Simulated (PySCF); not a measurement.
diethyl sulfide (C$_{4}$H$_{10}$S), singlet, at a GFN2-xTB geometry; HF/STO-3G (PySCF).

Input for PySCF:
```python
from pyscf import gto, scf

mol = gto.M(
    atom='''
C     2.560674   -0.007758   -0.238388
C     1.106354    0.249564   -0.581266
S     0.038049   -0.224781    0.829016
C    -1.553893    0.475589    0.276743
C    -2.192962   -0.315920   -0.848776
H     2.850209    0.567661    0.637580
H     3.196552    0.277998   -1.074003
H     2.716776   -1.061996   -0.022780
H     0.930353    1.308383   -0.777189
H     0.803100   -0.338536   -1.448012
H    -1.375110    1.512437   -0.011201
H    -2.182656    0.457998    1.166380
H    -2.314895   -1.355578   -0.554183
H    -1.582153   -0.278953   -1.748084
H    -3.171995    0.098226   -1.082633
''',
    basis='sto-3g',
    charge=0,
    spin=0,
    verbose=4,
)

mf = scf.RHF(mol)
mf.kernel()
mf.analyze()
```

The log (banner, timings and long lists left out):

```
PySCF version 2.14.0

[INPUT] verbose = 4
[INPUT] num. atoms = 15
[INPUT] num. electrons = 50
[INPUT] charge = 0
[INPUT] spin (= nelec alpha-beta = 2S) = 0
[INPUT] symmetry False subgroup None
[INPUT] Mole.unit = angstrom
[INPUT] Symbol           X                Y                Z      unit          X                Y                Z       unit  Magmom
[...]
nuclear repulsion = 236.155209683094
number of shells = 27
number of NR pGTOs = 117
number of NR cGTOs = 39
basis = sto-3g
ecp = {}

******** <class 'pyscf.scf.hf.RHF'> ********
method = RHF
initial guess = minao
damping factor = 0
level_shift factor = 0
DIIS = <class 'pyscf.scf.diis.CDIIS'>
diis_start_cycle = 1
diis_space = 8
diis_damp = 0
SCF conv_tol = 1e-09
SCF conv_tol_grad = None
SCF max_cycles = 50
direct_scf = True
direct_scf_tol = 1e-13
Set gradient conv threshold to 3.16228e-05
Initial guess from minao.
init E= -548.98939081162
[...]
cycle= 1 E= -548.584412441474  delta_E= 0.405  |g|= 0.327  |ddm|= 4.44
[...]
cycle= 2 E= -548.634296990533  delta_E= -0.0499  |g|= 0.0962  |ddm|= 0.669
[...]
cycle= 3 E= -548.637265626126  delta_E= -0.00297  |g|= 0.0212  |ddm|= 0.149
[...]
cycle= 4 E= -548.637495087638  delta_E= -0.000229  |g|= 0.00214  |ddm|= 0.0469
[...]
cycle= 5 E= -548.637497560834  delta_E= -2.47e-06  |g|= 0.000327  |ddm|= 0.00515
[...]
cycle= 6 E= -548.63749762354  delta_E= -6.27e-08  |g|= 7.62e-05  |ddm|= 0.000729
[...]
cycle= 7 E= -548.637497626995  delta_E= -3.46e-09  |g|= 1.21e-05  |ddm|= 0.000178
[...]
cycle= 8 E= -548.637497627097  delta_E= -1.02e-10  |g|= 2.11e-06  |ddm|= 3.5e-05
[...]
Extra cycle  E= -548.637497627104  delta_E= -6.93e-12  |g|= 9.03e-07  |ddm|= 6.02e-06
converged SCF energy = -548.637497627104
**** SCF Summaries ****
Total Energy =                        -548.637497627103926
Nuclear Repulsion Energy =             236.155209683093659
One-electron Energy =                -1225.911428730333910
Two-electron Energy =                  441.118721420136296
Two-electron Coulomb Energy =          490.723928896082498
DFT Exchange-Correlation Energy =      -49.605207475946202
HOMO-LUMO gap [eV] =                    18.881211975875839
**** MO energy ****
[...]
 ** Mulliken pop on meta-lowdin orthogonal AOs  **
 ** Mulliken pop  **
[...]
 ** Mulliken atomic charges  **
charge of    0C =     -0.10111
charge of    1C =     -0.11735
charge of    2S =      0.11471
charge of    3C =     -0.11838
charge of    4C =     -0.10463
charge of    5H =      0.03661
charge of    6H =      0.03534
charge of    7H =      0.03619
charge of    8H =      0.02676
charge of    9H =      0.02680
charge of   10H =      0.02793
charge of   11H =      0.03411
charge of   12H =      0.03629
charge of   13H =      0.03281
charge of   14H =      0.03391
Dipole moment(X, Y, Z, Debye): -0.18769,  0.47294, -0.80266
```
